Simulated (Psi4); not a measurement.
NP, triplet, geometry from GFN2-xTB (a higher spin typed on purpose: for a closed-shell molecule this is an excited state), with bond 2-1 at 1.3 times its length; TPSS/cc-pVTZ (Psi4 1.11).

Psi4 was given this input:
```
memory 2 GB

molecule {
0 3
  N    -0.00000000   -0.00000000   -1.04207804
  P     0.00000000    0.00000000    0.94481743
}

set basis cc-pvtz
set reference uks

energy('tpss')
print_variables()
```

Output, abridged:

```
   => Loading Basis Set <=

    Name: CC-PVTZ
    Role: ORBITAL
    Keyword: BASIS

         ---------------------------------------------------------
                                   SCF
               by Justin Turney, Rob Parrish, Andy Simmonett
                          and Daniel G. A. Smith
                              UKS Reference
         ---------------------------------------------------------

  ==> Geometry <==

    Molecular point group: c2v
    Full point group: C_inf_v

    Geometry (in Angstrom), charge = 0, multiplicity = 3:

       Center              X                  Y                   Z               Mass
    ------------   -----------------  -----------------  -----------------  -----------------
         N            0.000000000000     0.000000000000    -1.368296057989    14.003074004430
         P            0.000000000000     0.000000000000     0.618599412011    30.973761998420

  Running in c2v symmetry.

  Rotational constants: A = ************  B =      0.44281  C =      0.44281 [cm^-1]
  Rotational constants: A = ************  B =  13275.12808  C =  13275.12808 [MHz]
  Nuclear repulsion =   27.965037899225770

  Charge       = 0
  Multiplicity = 3
  Electrons    = 22
  Nalpha       = 12
  Nbeta        = 10

  ==> Algorithm <==

  SCF Algorithm Type is DF.
  DIIS enabled.
  MOM disabled.
  Fractional occupation disabled.
  Guess Type is SAD.
  Energy threshold   = 1.00e-06
  Density threshold  = 1.00e-06
  Integral threshold = 1.00e-12

  ==> Primary Basis <==

  Basis Set: CC-PVTZ
    Blend: CC-PVTZ
    Number of shells: 22
    Number of basis functions: 64
    Number of Cartesian functions: 74
    Spherical Harmonics?: true
    Max angular momentum: 3

  ==> DFT Potential <==

   => LibXC <=

    Version 7.1.2
    S. Lehtola, C. Steigemann, M. J. T. Oliveira, and M. A. L. Marques,  SoftwareX 7, 1–5 (2018) (10.1016/j.softx.2017.11.002)

   => Composite Functional: TPSS <=

    TPSS Meta-GGA XC Functional

    J. Tao, et al., Phys. Rev. Lett., 91, 146401, 2003

    Deriv               =              1
    GGA                 =           TRUE
    Meta                =           TRUE

    Exchange Hybrid     =          FALSE
    MP2 Hybrid          =          FALSE

   => Exchange Functionals <=

    1.0000   XC_MGGA_X_TPSS

   => Correlation Functionals <=

    1.0000   XC_MGGA_C_TPSS

   => LibXC Density Thresholds  <==

    XC_MGGA_C_TPSS:  1.00E-15
    XC_MGGA_X_TPSS:  1.00E-15

   => Molecular Quadrature <=

[...]
   @DF-UKS iter  88:  -395.97344130732682    1.01823e-06   9.55816e-06 DIIS
   @DF-UKS iter  89:  -395.97344214355127   -8.36224e-07   9.70717e-06 DIIS
   @DF-UKS iter  90:  -395.97344274451740   -6.00966e-07   9.82890e-06 DIIS
   @DF-UKS iter  91:  -395.97344376691609   -1.02240e-06   1.02184e-05 DIIS
   @DF-UKS iter  92:  -395.97344775415581   -3.98724e-06   1.21239e-05 DIIS
   @DF-UKS iter  93:  -395.97344227309952    5.48106e-06   9.72230e-06 DIIS
   @DF-UKS iter  94:  -395.97344709630818   -4.82321e-06   1.16712e-05 DIIS
   @DF-UKS iter  95:  -395.97344704651857    4.97896e-08   1.16500e-05 DIIS
   @DF-UKS iter  96:  -395.97344716621836   -1.19700e-07   1.18483e-05 DIIS
   @DF-UKS iter  97:  -395.97344672774955    4.38469e-07   1.15908e-05 DIIS
   @DF-UKS iter  98:  -395.97345876489322   -1.20371e-05   1.97521e-05 DIIS
   @DF-UKS iter  99:  -395.97348671419530   -2.79493e-05   3.91570e-05 DIIS
   @DF-UKS iter 100:  -395.97347361283238    1.31014e-05   3.03768e-05 DIIS

PsiException: Could not converge SCF iterations in 100 iterations.

  Failed to converge.

Traceback (most recent call last):
  File "psi4", line 375, in <module>
  File "<string>", line 23, in <module>
  File "site-packages/psi4/driver/driver.py", line 533, in energy
  File "site-packages/psi4/driver/procrouting/proc.py", line 2760, in run_scf
  File "site-packages/psi4/driver/procrouting/proc.py", line 2047, in scf_helper
  File "site-packages/psi4/driver/procrouting/scf_proc/scf_iterator.py", line 93, in scf_compute_energy
  File "site-packages/psi4/driver/procrouting/scf_proc/scf_iterator.py", line 86, in scf_compute_energy
  File "site-packages/psi4/driver/procrouting/scf_proc/scf_iterator.py", line 609, in scf_iterate

psi4.driver.p4util.exceptions.SCFConvergenceError: Could not converge SCF iterations in 100 iterations.

Printing out the relevant lines from the Psithon --> Python processed input file:
      P     0.00000000    0.00000000    0.94481743
    """)
    core.IO.set_default_namespace("")
    core.set_global_option("BASIS", "cc-pvtz")
    core.set_global_option("REFERENCE", "uks")
--> energy('tpss')
    print_variables()

!-------------------------------------------------------!
!                                                       !
!  Could not converge SCF iterations in 100 iterations. !
!                                                       !
!-------------------------------------------------------!
```

The run did not converge; its last values are not results.
